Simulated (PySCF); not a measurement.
Cl₂H₄SSi₂. Atoms are numbered in the order given.

```xyz
9

Si    -1.3552     0.9022    -0.0738
Cl    -2.6532    -0.4896     0.7422
S      0.0000     0.0000    -1.4737
Si     1.3552    -0.9022    -0.0738
Cl     2.6532     0.4896     0.7422
H     -0.5950     1.5144     1.0468
H     -2.1416     1.8972    -0.8425
H      0.5950    -1.5144     1.0468
H      2.1416    -1.8972    -0.8425
```

Geometry optimised at r2SCAN-D4/def2-SVP. The structure was generated by enumeration, and PubChem lists no compound with its InChIKey, so it may never have been made. The values are those of a single conformer.

The numbers are results of TDA-PBE0/def2-SVPD run with PySCF, not measurements.

Vertical excitations.  State labels are in the subgroup C2.

```json
[
 {"state": "S1", "symmetry": "B", "energy (eV)": "6.17", "λ (nm)": "201", "f": "0.059", "main pairs": "HOMO→LUMO 96 %"},
 {"state": "S2", "symmetry": "A", "energy (eV)": "6.41", "λ (nm)": "194", "f": "0.001", "main pairs": "HOMO→LUMO+1 89 %"},
 {"state": "S3", "symmetry": "B", "energy (eV)": "6.65", "λ (nm)": "186", "f": "0.032", "main pairs": "HOMO→LUMO+2 93 %"},
 {"state": "S4", "symmetry": "A", "energy (eV)": "6.90", "λ (nm)": "180", "f": "0.015", "main pairs": "HOMO−1→LUMO 91 %"},
 {"state": "S5", "symmetry": "B", "energy (eV)": "6.93", "λ (nm)": "179", "f": "0.006", "main pairs": "HOMO→LUMO+3 87 %"},
 {"state": "S6", "symmetry": "B", "energy (eV)": "7.20", "λ (nm)": "172", "f": "0.005", "main pairs": "HOMO−2→LUMO 67 %, HOMO−4→LUMO 14 %, HOMO−1→LUMO+1 11 %"},
 {"state": "S7", "symmetry": "A", "energy (eV)": "7.25", "λ (nm)": "171", "f": "0.003", "main pairs": "HOMO→LUMO+4 55 %, HOMO−3→LUMO 28 %"},
 {"state": "S8", "symmetry": "B", "energy (eV)": "7.36", "λ (nm)": "169", "f": "0.039", "main pairs": "HOMO−4→LUMO 53 %, HOMO−2→LUMO 22 %, HOMO−1→LUMO+1 14 %"},
 {"state": "S9", "symmetry": "A", "energy (eV)": "7.36", "λ (nm)": "168", "f": "0.004", "main pairs": "HOMO−3→LUMO 54 %, HOMO→LUMO+4 17 %, HOMO−1→LUMO+2 13 %"},
 {"state": "S10", "symmetry": "A", "energy (eV)": "7.52", "λ (nm)": "165", "f": "0.028", "main pairs": "HOMO−1→LUMO+2 76 %"},
 {"state": "T1", "symmetry": "B", "energy (eV)": "5.63", "λ (nm)": "220", "f": "0", "main pairs": "HOMO→LUMO 95 %"},
 {"state": "T2", "symmetry": "A", "energy (eV)": "6.00", "λ (nm)": "207", "f": "0", "main pairs": "HOMO→LUMO+1 87 %"},
 {"state": "T3", "symmetry": "B", "energy (eV)": "6.24", "λ (nm)": "199", "f": "0", "main pairs": "HOMO→LUMO+2 92 %"},
 {"state": "T4", "symmetry": "A", "energy (eV)": "6.55", "λ (nm)": "189", "f": "0", "main pairs": "HOMO−1→LUMO 86 %"}
]
```
Triplets are in the Tamm–Dancoff approximation.
